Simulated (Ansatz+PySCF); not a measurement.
Results of a calculation; reference values are marked as such.
A run of PySCF 2.14.0 on singlet TiCl₄ at this shape:

```xyz
5

Ti    0.0000    0.0000    0.0000
Cl    1.3436    1.3436    1.3436
Cl    1.3436   -1.3436   -1.3436
Cl   -1.3436    1.3436   -1.3436
Cl   -1.3436   -1.3436    1.3436
```

Its results:

```
Converged          : yes
Reference energy   : -2685.91704 hartree
Correlation energy : -0.86268 hartree
Total energy       : -2686.77972 hartree
```

(1) Which input gives this output? Name the method, the orbitals and the basis set, and write the input.

Answers

(1) RHF-MP2 in def2-SVP. An unrestricted run that stays on the closed shell gives the same numbers.

```python
from pyscf import gto, scf, mp

mol = gto.M(atom="""
Ti 0.000000 0.000000 0.000000
Cl 1.343610 1.343610 1.343610
Cl 1.343610 -1.343610 -1.343610
Cl -1.343610 1.343610 -1.343610
Cl -1.343610 -1.343610 1.343610
""", basis='def2-svp', charge=0, spin=0)
mf = scf.RHF(mol)
mf.kernel()
pt = mp.MP2(mf, frozen=25).run()
print(mf.e_tot, pt.e_corr, pt.e_tot)
```

Caution: other spin multiplicities were not run.
